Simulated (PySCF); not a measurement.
Match the calculated data to a structure.

All candidates are CH9NSi2.

* XPS: Si2p3/2 106.8, Si2p3/2 107.0, C1s 290.1, N1s 404.1, Si1s 1846.6, Si1s 1846.8 eV [ΔSCF SCAN, pcX-2 on the ionised atom, pcseg-1 elsewhere, spin-free X2C, 2p3/2 from a spin–orbit splitting computed afterwards within the 2p shell]
* Rotational structure: rotational constants A, B, C: 11.797, 1.829, 1.753 GHz [PBE0-D3(BJ)/def2-SVP]
* Valence photoelectron: vertical ionisation energy: 9.37 eV [ΔSCF wB97X-D/def2-SVPD]
* 13C NMR: chemical shifts (computed TMS as zero) by class: 1.0 (1 C) ppm [GIAO PBE/pcSseg-2]
* 1H NMR: chemical shifts (computed TMS as zero) by class: 5.03 (2 H), 5.01 (3 H), 0.19 (3 H), -0.64 (1 H) ppm [GIAO PBE/pcSseg-2]
* UV, first state: lowest singlet excitation: 6.37 eV (195 nm, f = 0.007) [TDDFT wB97X-D/def2-SVPD]
* UV, strongest line: among the 10 lowest singlet transitions: S6 at 8.12 eV (153 nm, f = 0.058) [TDDFT wB97X-D/def2-SVPD]

Electronic properties: PySCF, gas phase, density fitting. Levels stand in brackets. Isolated species at its PBE0-D3(BJ)/def2-SVP geometry (one conformer only). Each NMR value is the plain mean over a class of atoms that symmetry, rotation or inversion makes alike.

Question: Which candidate is it?
A. `C[SiH2][SiH2]N`
B. `CN([SiH3])[SiH3]`
C. `C[Si@@H](N)[SiH3]`
D. `C[SiH2]N[SiH3]`

Answer: D. It is `C[SiH2]N[SiH3]`. Numbering: `[CH3:1][SiH2:2][NH:3][SiH3:4]`. Its formula, CH9NSi2, gives 0 degrees of unsaturation, so no ring and no π bond. The one carbon: Si-methyl carbon [C1] (1.0 ppm). Hydrogen classes from least to most shielded: 2 H on an SiH2 silicon, Si2 (5.03 ppm), 3 H on an SiH3 silicon, Si4 (5.01 ppm), 3 H on an Si-methyl carbon, C1 (0.19 ppm), 1 H on a nitrogen bridging silicon atoms, N3 (-0.64 ppm). The core levels belong to: Si2p3/2 106.8 eV, SiH2 silicon [Si2]; Si2p3/2 107.0 eV, SiH3 silicon [Si4]; C1s 290.1 eV, Si-methyl carbon [C1]; N1s 404.1 eV, nitrogen bridging silicon atoms [N3]; Si1s 1846.6 eV, SiH2 silicon [Si2]; Si1s 1846.8 eV, SiH3 silicon [Si4]. The first electron is taken from the HOMO, whose largest Löwdin shares are 0.50 on the nitrogen bridging silicon atoms, 0.11 on the SiH3 silicon, 0.09 on the SiH2 silicon and 0.07 on the Si-methyl carbon. The optimised geometry has point group C1 and is an asymmetric top.

The others, at the same levels:
- `C[SiH2][SiH2]N` fails: its computed core binding energies are Si2p3/2 106.1, Si2p3/2 106.5, C1s 290.2, N1s 404.6, Si1s 1845.8, Si1s 1846.3 eV, lowest singlet excitation is 6.03 eV (206 nm, f = 0.007) (against 6.37 eV) and strongest line among the 10 lowest singlet transitions is S5 at 7.76 eV (160 nm, f = 0.105) (against S6 at 8.12 eV).
- `CN([SiH3])[SiH3]` fails: its computed core binding energies are Si2p3/2 107.0 (×2), C1s 291.8, N1s 404.1, Si1s 1846.8 (×2) eV, lowest singlet excitation is 6.07 eV (204 nm, f = 0.000) (against 6.37 eV) and vertical ionisation energy is 8.97 eV (against 9.37 eV).
- `C[Si@@H](N)[SiH3]` fails: its computed core binding energies are Si2p3/2 106.2, Si2p3/2 106.4, C1s 290.1, N1s 404.5, Si1s 1845.9, Si1s 1846.2 eV, strongest line among the 10 lowest singlet transitions is S6 at 7.87 eV (158 nm, f = 0.233) (against S6 at 8.12 eV) and rotational constant A is 5.413 GHz (against 11.797 GHz).

Each candidate is one conformer, not necessarily the lowest. Dipoles, sizes and rotational constants follow the conformer. The torsions of the flexible species, by atom-mapped SMILES:
- `[CH3:1][SiH2:2][NH:3][SiH3:4]`: C1–Si2–N3–Si4 -119°
- `[CH3:1][SiH2:2][SiH2:3][NH2:4]`: C1–Si2–Si3–N4 -168°, H–N4–Si3–Si2 50°, H–N4–Si3–Si2 -171°
- `[CH3:1][Si@@H:2]([NH2:3])[SiH3:4]`: H–N3–Si2–C1 -54°, H–N3–Si2–C1 169°
